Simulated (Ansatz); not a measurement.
Start from `O[SiH](F)[SiH2]S` and change one atom or group to get `C#C[SiH](O)F`.

Ansatz, PBE0-D4/def2-TZVP geometries, multiplicity 1. Each molecule was computed in one conformer, which needn't be the lowest.

```json
{"property": "size of the dipole moment (PBE/def2-TZVPP) / D", "`O[SiH](F)[SiH2]S`": "0.91"}
{"property": "LUMO energy (PBE0/def2-TZVPP) / eV", "`O[SiH](F)[SiH2]S`": "-0.80"}
{"property": "LUMO energy (B3LYP/def2-TZVPP) / eV", "`O[SiH](F)[SiH2]S`": "-0.98"}
{"property": "LUMO energy (ωB97M-V/def2-TZVPP) / eV", "`O[SiH](F)[SiH2]S`": "0.95"}
{"property": "size of the dipole moment (B3LYP/def2-TZVPP) / D", "`O[SiH](F)[SiH2]S`": "1.04"}
{"property": "HOMO–LUMO gap (ωB97M-V/def2-TZVPP) / eV", "`O[SiH](F)[SiH2]S`": "10.56"}
```

(1) Give the same properties after the change, and the shifts. (Best estimate.)

Results:

(1) The calculation gave: 
| property | `C#C[SiH](O)F` | shift |
| --- | --- | --- |
| size of the dipole moment (PBE/def2-TZVPP) / D | 2.17 | 1.26 |
| LUMO energy (PBE0/def2-TZVPP) / eV | -0.54 | 0.26 |
| LUMO energy (B3LYP/def2-TZVPP) / eV | -0.77 | 0.21 |
| LUMO energy (ωB97M-V/def2-TZVPP) / eV | 1.43 | 0.48 |
| size of the dipole moment (B3LYP/def2-TZVPP) / D | 2.25 | 1.21 |
| HOMO–LUMO gap (ωB97M-V/def2-TZVPP) / eV | 12.44 | 1.88 |

With PBE0 the HOMO falls by 1.19 eV and the LUMO rises by 0.26 eV, so the gap widens by about 1.45 eV. PBE moves the HOMO by -1.08 eV and ωB97M-V by -1.39 eV. Dipoles are sizes alone; their direction can turn.

B3LYP here is the variant with VWN-RPA as its local correlation; programs differ in this.
